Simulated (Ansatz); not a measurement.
Ansatz (a quantum-chemistry and plane-wave program) input for Se(Cl)(GeH3) (ClGeH3Se), SMILES [Se](Cl)[GeH3], PBE0/def2-SVPD. Coordinates come from a B3LYP-D3(BJ)/def2-SVP optimisation. This is a generated structure with no PubChem entry under its InChIKey; it may be hypothetical.

Ansatz 0.2 input:
```yaml
crystal:
  periodic: [false, false, false]
  atoms:
    - {symbol: Se, position_ang: [0.83232801, 0.63990502, 0.00000000]}
    - {symbol: Cl, position_ang: [-1.05431231, 1.82774564, -0.00000000]}
    - {symbol: Ge, position_ang: [-0.27978056, -1.47332763, 0.00000000]}
    - {symbol: H, position_ang: [-1.14184893, -1.58563159, 1.26788602]}
    - {symbol: H, position_ang: [0.86083305, -2.51069894, -0.00000001]}
    - {symbol: H, position_ang: [-1.14184894, -1.58563159, -1.26788601]}
basis:
  gaussian:
    orbitals: def2-SVPD
hamiltonian:
  xc: {name: PBE0}
```

It prints:

```
Functional definition: PBE0
integrals: 0.10 GiB planned
1239 factors; integrals over basis functions are off by at most 1.4e-3 eV
mean field: 0.78 GiB planned
mean field evaluation 1: about -134401.6732 eV, gradient 1.6e1 eV
mean field evaluation 2: about -134401.6439 eV, gradient 1.6e1 eV
mean field evaluation 4: about -134402.0360 eV, gradient 1.1e0 eV
mean field evaluation 8: about -134402.0504 eV, gradient 2.5e-2 eV
mean field evaluation 16: about -134402.0504 eV, gradient 1.1e-5 eV
mean field -134402.05044503 eV, -4939.1842528729 hartree, gradient 1.1e-5 eV, S^2 0.000000; 0 other end points of the search recorded, 0 dependent functions left out
reference -134402.05048574 eV, -4939.1842543691 hartree; 43, 43 occupied and 87, 87 virtual orbitals, 1239 factors
Total energy: -134402.05048574 eV, -4939.1842543691 hartree
```

Self-consistency was reached.

Cost: around 6 core-seconds (rough).
